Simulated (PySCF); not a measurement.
# How methods differ on the excitation energy of Sc

Sc [Ar] 3d1 4s2 (2D) → Sc [Ar] 3d2 4s1 (4F), as a difference of total energies. All numbers are calculated (PySCF 2.14, the non-relativistic Hamiltonian (point nucleus), in def2-TZVPPD (6s6p4d2f1g, 67 functions)). Correlated levels: valence: [Ar] frozen. The calculations carry no spin-orbit coupling.

```
           method  excitation energy (eV)  difference from reference (eV)
              UHF                   0.999                          -0.428
    MP2 (valence)                   1.439                          +0.012
SCS-MP2 (valence)                   1.758                          +0.331
   CCSD (valence)                   1.571                          +0.144
CCSD(T) (valence)                   1.592                          +0.165
```

Reference: 1.427 eV (measured; NIST levels, between the centres of gravity of the two terms).

These non-relativistic numbers lack the scalar-relativistic shift.

Errors of the correlated levels include the incompleteness of this basis and the frozen core.
